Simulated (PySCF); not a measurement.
Compound: C6H14N (doublet state).
Geometry (GFN2-xTB, Å), atoms numbered from 1 in this order:
```xyz
21
C6H14N angstrom
C      1.802    1.384   -0.742
C      1.534   -0.014   -0.380
C      0.095   -0.272    0.175
C     -0.077   -1.764    0.448
C     -0.105    0.514    1.471
C     -0.910    0.179   -0.898
N     -2.282   -0.067   -0.487
H      1.791    1.703   -1.765
H      1.971    2.122    0.018
H      2.227   -0.338    0.404
H      1.671   -0.657   -1.252
H     -1.104   -1.962    0.742
H      0.139   -2.345   -0.446
H      0.589   -2.089    1.243
H      0.698    0.297    2.172
H     -0.112    1.584    1.278
H     -1.046    0.236    1.941
H     -0.733   -0.402   -1.808
H     -0.706    1.239   -1.132
H     -2.915    0.118   -1.256
H     -2.535    0.551    0.275
```

The hyperfine couplings belong to this conformer and change with its torsions.

Identity: `[CH2]CC(C)(C)CN` [radical].

The calculation used UKS B3LYP, pcH-1 on C H N, non-relativistic, mean-field spin-orbit, GIAO in PySCF. The structure is a single GFN2-xTB conformer in the gas phase; no vibrational or solvent corrections. A GFN2-xTB geometry isn't a minimum of the functional, and hyperfine couplings can be far from their values at a DFT geometry. Stability of the SCF solution: not tested.

Principal values of hyperfine tensors in MHz (contact and dipolar terms together), for some of the nuclei:

```csv
atom,isotope,A1,A2,A3
C1,13C,7.62,8.44,248.12
H10,1H,70.45,70.94,84.54
H8,1H,-102.45,-63.31,-24.33
H9,1H,-101.33,-62.64,-23.57
C2,13C,-36.47,-34.16,-32.05
H11,1H,9.26,10.16,23.32
H12,1H,3.05,3.56,6.23
H19,1H,-4.33,0.02,12.85
```

Problem. Give the isotropic coupling of each nucleus in MHz and in mT (g = 2.0027), and the anisotropic part.

Solution. a_iso is a third of the trace, T = A − a_iso, and a(mT) = a(MHz)/(g × 13.996).

| atom | a_iso (MHz) | a_iso (mT) | T1 | T2 | T3 |
| --- | --- | --- | --- | --- | --- |
| C1 | 88.06 | 3.142 | -80.44 | -79.62 | 160.06 |
| H10 | 75.31 | 2.687 | -4.86 | -4.37 | 9.23 |
| H8 | -63.36 | -2.261 | -39.09 | 0.06 | 39.03 |
| H9 | -62.51 | -2.230 | -38.82 | -0.13 | 38.95 |
| C2 | -34.23 | -1.221 | -2.24 | 0.07 | 2.18 |
| H11 | 14.25 | 0.508 | -4.99 | -4.08 | 9.07 |
| H12 | 4.28 | 0.153 | -1.23 | -0.71 | 1.95 |
| H19 | 2.84 | 0.101 | -7.18 | -2.82 | 10.00 |

Problem. What spin density at the nucleus of H9 lies behind its contact coupling (g_N = 5.58569)?

Solution. a_FC = 800.24 MHz bohr³ × g_N × ρ(0)/(2S). With a_FC = -62.51 MHz and 2S = 1, ρ(0) = -0.01399 bohr⁻³. In magnitude that is 4.4 % of the 1/π = 0.318 of a free hydrogen atom.

Problem. C3 (13C, g_N = 1.40482) isn't in the table. Its spin density at the nucleus is 0.05138 bohr⁻³. What is its contact coupling?

Solution. By the same relation, a_FC = 57.8 MHz. Its full tensor has the principal values 50.06, 50.91, 72.31 MHz.

Problem. Name the largest traceless tensor T of the table and describe it.

Solution. C1: -80.4, -79.6, 160.1 MHz, axial, in the ratio −1:−1:+2, the form that spin in one p orbital centred on that nucleus gives.

Problem. What first-order splitting does C1 cause when the field lies along A1, A2 or A3 of its tensor (g taken as isotropic, no quadrupole term)?

Solution. 2 lines (I = 1/2), spaced by |A_i|/(g × 13.996): 0.27, 0.30, 8.85 mT along the axes of A1, A2 and A3.

On an Arm Neoverse V1 with one thread (shared host), this took 1.7 min wall (grids of density and orbitals included) and 1.1 GiB of memory at its peak.
